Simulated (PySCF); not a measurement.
Isomers of C4H12OSi3.

All values: PBE0/pcSseg-1 (PySCF) at GFN2-xTB geometries, gas phase, one conformer each.

(1) Rank by the highest Hirshfeld charge on any atom, lowest value first.
A. `[CH2:1]=[CH:2][SiH2:3][C:4]([SiH3:5])([SiH3:6])[CH:7]=[O:8]` with C1–C2–Si3–C4 125°, C2–Si3–C4–Si5 62°, Si3–C4–C7–O8 1°
B. `[CH2:1]=[C:2]([CH:3]=[O:4])[Si@H:5]([SiH3:6])[SiH2:7][CH3:8]` with C1–C2–C3–O4 179°, C1–C2–Si5–Si6 -120°, C2–Si5–Si7–C8 103°
C. `[CH3:1][O:2][C:3]1=[CH:4][SiH2:5][C:6]1([SiH3:7])[SiH3:8]` with C1–O2–C3–C4 0°

Results:

(1) B (+0.248 e), A (+0.316 e), C (+0.340 e).

All values together:

```json
{"SMILES": "O=C[Si@@H]1C[C@@H](C[SiH3])[SiH2]1", "μ (D)": "2.66", "HOMO (eV)": "-6.81", "LUMO (eV)": "-1.64", "lowest IAO charge (e)": "-0.531 (C)", "highest IAO charge (e)": "+0.591 (Si)", "lowest Hirshfeld charge (e)": "-0.212 (O)", "highest Hirshfeld charge (e)": "+0.311 (Si)"}
{"SMILES": "COC1=C[SiH2]C1([SiH3])[SiH3]", "μ (D)": "1.95", "HOMO (eV)": "-6.71", "LUMO (eV)": "0.07", "lowest IAO charge (e)": "-0.751 (C)", "highest IAO charge (e)": "+0.766 (Si)", "lowest Hirshfeld charge (e)": "-0.236 (C)", "highest Hirshfeld charge (e)": "+0.340 (Si)"}
{"SMILES": "C=C(C=O)[Si@H]([SiH3])[SiH2]C", "μ (D)": "2.56", "HOMO (eV)": "-7.76", "LUMO (eV)": "-2.16", "lowest IAO charge (e)": "-0.701 (C)", "highest IAO charge (e)": "+0.489 (Si)", "lowest Hirshfeld charge (e)": "-0.213 (C)", "highest Hirshfeld charge (e)": "+0.248 (Si)"}
{"SMILES": "C=C[SiH2]C([SiH3])([SiH3])C=O", "μ (D)": "2.62", "HOMO (eV)": "-7.66", "LUMO (eV)": "-1.17", "lowest IAO charge (e)": "-0.798 (C)", "highest IAO charge (e)": "+0.756 (Si)", "lowest Hirshfeld charge (e)": "-0.235 (C)", "highest Hirshfeld charge (e)": "+0.316 (Si)"}
```

Conformers: `[O:1]=[CH:2][Si@@H:3]1[CH2:4][C@@H:5]([CH2:6][SiH3:7])[SiH2:8]1` with O1–C2–Si3–C4 -152°, C4–C5–C6–Si7 -61°, C2–Si3–C4–C5 -96°, Si3–C4–C5–C6 -143°, C4–C5–Si8–Si3 14°, C2–Si3–Si8–C5 97°; `[CH3:1][O:2][C:3]1=[CH:4][SiH2:5][C:6]1([SiH3:7])[SiH3:8]` with C1–O2–C3–C4 0°; `[CH2:1]=[C:2]([CH:3]=[O:4])[Si@H:5]([SiH3:6])[SiH2:7][CH3:8]` with C1–C2–C3–O4 179°, C1–C2–Si5–Si6 -120°, C2–Si5–Si7–C8 103°; `[CH2:1]=[CH:2][SiH2:3][C:4]([SiH3:5])([SiH3:6])[CH:7]=[O:8]` with C1–C2–Si3–C4 125°, C2–Si3–C4–Si5 62°, Si3–C4–C7–O8 1°.
